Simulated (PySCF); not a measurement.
## SMILES CS/C(C#N)=C\C(F)(F)F, C₅H₄F₃NS

Molfile (atoms numbered from 1):
```
C5H4F3NS
     RDKit          3D

 14 13  0  0  0  0  0  0  0  0999 V2000
    2.4274   -0.6996   -0.3748 C   0  0  0  0  0  0  0  0  0  0  0  0
    0.6455   -0.9836   -0.5978 S   0  0  0  0  0  0  0  0  0  0  0  0
   -0.0497    0.3861    0.2407 C   0  0  0  0  0  0  0  0  0  0  0  0
    0.8498    1.3000    0.8366 C   0  0  0  0  0  0  0  0  0  0  0  0
    1.5978    2.0261    1.3099 N   0  0  0  0  0  0  0  0  0  0  0  0
   -1.3745    0.6110    0.3454 C   0  0  0  0  0  0  0  0  0  0  0  0
   -2.3968   -0.2959   -0.2525 C   0  0  0  0  0  0  0  0  0  0  0  0
   -3.6384    0.1479   -0.0219 F   0  0  0  0  0  0  0  0  0  0  0  0
   -2.2752   -0.4185   -1.5881 F   0  0  0  0  0  0  0  0  0  0  0  0
   -2.3408   -1.5483    0.2394 F   0  0  0  0  0  0  0  0  0  0  0  0
    2.9172   -1.5267   -0.8800 H   0  0  0  0  0  0  0  0  0  0  0  0
    2.6800   -0.7079    0.6812 H   0  0  0  0  0  0  0  0  0  0  0  0
    2.7184    0.2409   -0.8326 H   0  0  0  0  0  0  0  0  0  0  0  0
   -1.7613    1.4681    0.8723 H   0  0  0  0  0  0  0  0  0  0  0  0
  1  2  1  0
  2  3  1  0
  3  4  1  0
  4  5  3  0
  3  6  2  0
  6  7  1  0
  7  8  1  0
  7  9  1  0
  7 10  1  0
  1 11  1  0
  1 12  1  0
  1 13  1  0
  6 14  1  0
M  END
```

Method used: GIAO PBE/pcSseg-1 magnetisability, rotational g tensor and spin-rotation constants, non-relativistic, gas phase (PySCF 2.14.0). Geometry: GFN2-xTB.

Question: What are the magnetisability and the molar susceptibility?

Answer: Isotropic -1357 × 10⁻³⁰ J/T², or -81.7 × 10⁻⁶ cm³/mol; principal values -1389, -1382, -1299 × 10⁻³⁰ J/T², anisotropy 86 × 10⁻³⁰ J/T² (root of half the summed squared differences of the principal values). The susceptibility is in cgs units.

Question: Split it along the inertial axes a, b, c into diamagnetic and paramagnetic parts about the centre of mass, with the quadrupole moment.

Answer: 
```tsv
axis	χ (10⁻⁶ cm³/mol)	diamagnetic (10⁻⁶ cm³/mol)	paramagnetic (10⁻⁶ cm³/mol)	summed x² of all electrons (Å²)	quadrupole Θ (D Å)
a	-83.0	-665.8	582.8	343.9	-2.06
b	-78.5	-1611.2	1532.7	121.1	+1.37
c	-83.6	-1972.8	1889.1	35.9	+0.69
```
Anisotropies 2χaa − χbb − χcc = -3.9 and 2χbb − χaa − χcc = +9.7 × 10⁻⁶ cm³/mol. Θ is traceless in Buckingham's convention.

Question: And the rotational g tensor?

Answer: 
```csv
axis,rotational constant (GHz),g,nuclear part,electronic part
a,2.0069,-0.0291,0.5204,-0.5495
b,0.7344,-0.0129,0.5159,-0.5288
c,0.5953,-0.0089,0.5194,-0.5283
```
Asymmetric top; isotopes 12C, 19F, 1H, 14N, 32S; no vibrational averaging.
